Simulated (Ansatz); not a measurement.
CH$_{3}$ClInO (`C[O][In][Cl]`) radical. Total charge 0; spin multiplicity 2. In takes the def2 core potential. The geometry is a stationary point of PBE0-D4/def2-TZVP. It is one conformer, not always the lowest.

```xyz
7

C    -0.198    0.590   -0.983
O     0.443    0.101    0.161
In   -0.326   -1.194    1.498
Cl    1.151   -1.726    3.259
H     0.496    1.274   -1.484
H    -0.456   -0.201   -1.699
H    -1.110    1.156   -0.753
```

Q: What is the dipole moment at ωB97M-V/def2-TZVPP? (Best estimate.)

A: Computed: 3.51 D, with components (-2.93, -0.04, -1.93) D in this frame, pointing from negative to positive charge.

Q: And with PBE, r2SCAN, B3LYP? (An estimate is asked.)

A: The calculation gave: PBE 3.39 D, r2SCAN 3.51 D, B3LYP 3.55 D.

Q: Give the Mulliken charges with ωB97M-V, r2SCAN, B3LYP in def2-TZVPP. (Best estimate.)

A: Ansatz gave: 
```tsv
atom	ωB97M-V	r2SCAN	B3LYP
C1	-0.16	0.04	-0.10
O2	-0.48	-0.47	-0.46
In3	0.67	0.66	0.65
Cl4	-0.36	-0.39	-0.38
H5	0.12	0.06	0.11
H6	0.10	0.05	0.09
H7	0.10	0.05	0.09
```

B3LYP here is the variant with VWN-RPA as its local correlation; programs differ in this.
